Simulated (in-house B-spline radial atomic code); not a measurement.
Values are calculated unless marked as measured or tabulated.
**K in an electron gas of r_s = 2.67: phase shifts, screening, friction and resistivity**

A nucleus sits in a uniform electron gas with a rigid positive background. The Kohn-Sham equations are solved self-consistently in the spin-unpolarised LDA (PW92), non-relativistic, on B-splines with outgoing waves at the boundary and partial waves to l = 8. The model has no lattice, no bands and no magnetic solution. Atomic units; δ_l are the phase shifts at the Fermi level, counted so that each bound state adds π, and good to about 0.0005.

The density parameter is r_s = 2.67 bohr, near that of the valence electrons of Cu (1 per atom, density 8.96 g/cm³, mass 63.55 u, which gives r_s = 2.67).

| l | δ_l (rad) |
| --- | --- |
| 0 | 8.7254 |
| 1 | 6.0790 |
| 2 | 0.5655 |
| 3 | 0.0091 |
| 4 | -0.0009 |
| 5 | 0.0000 |
| 6 | -0.0002 |
| 7 | 0.0000 |
| 8 | -0.0001 |

Bound levels below the band bottom (hartree): s -128.1, s -12.5, p -9.948, s -0.9769, p -0.3966.

Problem. Check the Friedel sum rule, and say where the screening charge sits.

Solution. k_F = (9π/4)^(1/3)/r_s = 0.71879. The rule is Z = (2/π) Σ (2l + 1) δ_l. The terms are s 5.555, p 11.610, d 1.800, f 0.041 and -0.008 beyond, in all 18.997 against Z = 19. Bound states hold 6 s, 12 p, 0 d electrons, so the scattering states carry 1.00 in all; where a term is smaller than its bound count, the bound level has drawn weight out of the band.

Problem. Find the transport cross section and the electronic stopping of a 2 keV K ion (mass 39.1 u).

Solution. σ_tr = (4π/k_F²) Σ (l + 1) sin²(δ_l − δ_(l+1)). The terms for l = 0 to 3 are 0.2258, 0.9686, 0.8368, 0.0004, all together 2.0316, so σ_tr = 24.323 × 2.0316 = 49.413 bohr². With n = 3/(4π r_s³) = 0.01254, the friction coefficient is Q = n k_F σ_tr = 0.4455. For v well below v_F = 0.719, dE/dx = Q v; with 24801 eV per u at v = 1, v = √(2000/(24801 × 39.1)) = 0.0454, so dE/dx = 0.02023 hartree/bohr = 10.4 eV/nm. The largest term couples the p and d waves.

Problem. What residual resistivity would 1 atomic per cent of such centres give in Cu?

Solution. Δρ = k_F n_i σ_tr/n in atomic units of 21.74 μΩ·cm. With one host atom per 1 electron, n_i/n = 0.01/1, so Δρ = 0.7188 × 0.01000 × 49.413 × 21.74 = 7.72 μΩ·cm. This is an atom added to the gas, as on an interstitial site.

Problem. On a substitutional site the background of one host ion, a sphere holding 1 charge, is taken out. The phase shifts for l = 0 to 4 become 8.5783, 5.9907, 0.3269, 0.0131, -0.0001. What follows?

Solution. The Friedel sum is now 18.00, for Z − 1 = 18. The sum in σ_tr is 1.2373, so σ_tr = 30.10 bohr² and Δρ = 4.70 μΩ·cm per atomic per cent, 0.61 times the value above. A real host ion scatters too, so this model doesn't give zero even for the host's own atom.
